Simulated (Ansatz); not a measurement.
`[F][GeH]([Cl])[GeH3]` → `[F][Ge][Cl]` + GeH₄ at 700 K and 1 bar (germylene formation by 1,1-elimination).

Calculated with Ansatz (gas phase, PBE0-D4/def2-TZVP geometries, no zero-point term in ΔE). CCSD(T)/CBS is the MP2 limit (def2-TZVPP, def2-QZVPP) plus CCSD(T) − MP2 in def2-TZVPP, frozen cores. For Ge outer-core shells are correlated without core-valence functions, which leaves a few kJ/mol of doubt a bond. Scalar relativity is left out up to krypton.

```csv
species,CCSD(T)/CBS energy (Eh),H − E (kJ/mol),S (J/(mol·K))
`[F][GeH]([Cl])[GeH3]`,-4714.27861,166.6,481.8
`[F][Ge][Cl]`,-2635.75718,42.1,335.3
GeH₄,-2078.49493,112.9,267.3
```

H − E and S are ideal-gas, rigid-rotor, harmonic terms from PBE0-D4/def2-TZVP, for one conformer and one mirror image of each species. 1 Eh = 2625.50 kJ/mol, R = 8.31446 J/(mol·K).

Problem. By hand: ΔE, ΔH, ΔS and ΔG.

Solution. ΔE = (-2635.75718) + (-2078.49493) − (-4714.27861) = 0.02650 Eh = 69.6 kJ/mol. Δ(H − E) = 42.1 + 112.9 − 166.6 = -11.6, so ΔH = 58.0 kJ/mol. ΔS = 335.3 + 267.3 − 481.8 = 120.8 J/(mol·K). ΔG = 58.0 − 700 × (120.8)/1000 = -26.6 kJ/mol.

Problem. By hand: the equilibrium constant, and the temperature at which ΔG would vanish if ΔH and ΔS stayed fixed.

Solution. log₁₀ K = −ΔG/(RT ln 10) = 2.0. ΔG = 0 at ΔH/ΔS = 480 K.

The number of gas molecules changes by +1, which sets the sign of ΔS. A doubt of 5 kJ/mol in ΔE shifts log₁₀ K by 0.4 here. Other conformers and mirror images would add mixing entropy, several J/(mol·K) or more a flexible species. These are equilibria of isolated gas molecules and say nothing of rates. Largest T1 diagnostic: 0.014 (customary marks: 0.02 for closed shells, 0.045 for open ones).
